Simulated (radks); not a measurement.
Spin polarisation of the 4d5 shell in Tc2+. Start: [Kr] 4d(up 2.5, down 2.5); electrons of 4d are moved from spin down to spin up, other shells keep equal spins. Calculated with a radial shooting solver on a logarithmic mesh with Libxc functionals: scalar-relativistic Kohn-Sham, r2SCAN, spin-polarised, spherical densities, finite nucleus; meta-GGA in the generalised Kohn-Sham scheme; Fermi nuclear charge, rms radius of each element as measured or else 0.836 A^(1/3) + 0.57 fm.

moment (Bohr magnetons)  E - E(0) (eV)  e(4d up) (eV)  e(4d down) (eV)  4p down minus up (eV)
0                                0.000        -22.396          -22.396                 0.000
1                               -0.242        -22.851          -21.881                  0.929
2                               -0.972        -23.252          -21.299                  1.858
3                               -2.199        -23.598          -20.638                  2.788
4                               -3.942        -23.891          -19.857                  3.723
5                               -6.279        -24.143          -18.673                  4.685

At moment 5 the spin-polarisation energy is -6.279 eV and the 4d exchange splitting 5.470 eV, that is 1.094 eV per Bohr magneton; E = -I m^2/4 would give I = 1.005 eV.
